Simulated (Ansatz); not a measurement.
System: C$_{4}$H$_{2}$, charge 0, multiplicity 1. SMILES: C#CC#C
Geometry: optimised at B3LYP-D3(BJ)/def2-TZVP (Ansatz, a program for electronic structure).

Computed values are from Ansatz. Valence correlation only, unless marked. Open shells are spin-unrestricted. Spin-orbit coupling is left out. Non-relativistic. Basis-set limits of correlation are two-point, X^-3; Hartree-Fock from the larger set. The bracket is a focal-point correction in the basis named.

The Hartree-Fock reference is unstable (checked in the largest basis), which strains HF and MP2. 

Question: What is the atomisation energy De at RI-MP2/CBS(aug-cc-pVTZ,aug-cc-pVQZ)+[CCSD(T)-MP2]/aug-cc-pVTZ?

Answer: 2899.2 kJ/mol.

Question: What is the dipole moment at CCSD(T)/aug-cc-pVDZ?

Answer: 0.00 D.

Question: What is the T1 diagnostic at CCSD/aug-cc-pVTZ?

Answer: 0.013.

Question: What is the total energy at RI-MP2/CBS(aug-cc-pVTZ,aug-cc-pVQZ)+[CCSD(T)-MP2]/aug-cc-pVTZ?

Answer: -153.2705 Eh.
